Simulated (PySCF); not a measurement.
Excitations are Tamm–Dancoff values on a coarser integration grid. The basis has no diffuse functions, so Rydberg states are missing or too high.

**C4H8O, SMILES `CC(C)C=O` (C–C–C–O torsion 119°) (charge 0, multiplicity 1)**

These are PBE-D3(BJ)/def2-TZVP // PBE0-D3(BJ)/def2-TZVP run with PySCF 2.14.0 values and carry that method's errors.

```
Item                                                    Result
----------------------  --------------------------------------
HOMO                                                  -5.72 eV
dipole moment                                           2.77 D
LUMO                                                  -1.82 eV
HOMO–LUMO gap                                          3.90 eV
S1 excitation (TDA)                                    4.16 eV
S1 oscillator strength                                   0.000
T1 excitation (TDA)                                    3.52 eV
S1–T1 gap (TDA)                                        0.64 eV
total energy                                      -232.2552 Ha
cost                    about 90 core-seconds (a rough figure)
```

```xyz
13

C      1.3779    -0.2178     0.0439
C     -0.0548    -0.0144    -0.4381
C     -0.7121     1.1726     0.2586
C     -0.8505    -1.2565    -0.1467
O     -1.3928    -1.9467    -0.9639
H      1.4028    -0.4306     1.1170
H      1.9670     0.6857    -0.1279
H      1.8634    -1.0452    -0.4775
H     -0.0696     0.1306    -1.5216
H     -1.7263     1.3423    -0.1087
H     -0.7642     1.0115     1.3396
H     -0.1311     2.0813     0.0870
H     -0.9096    -1.5128     0.9383
```
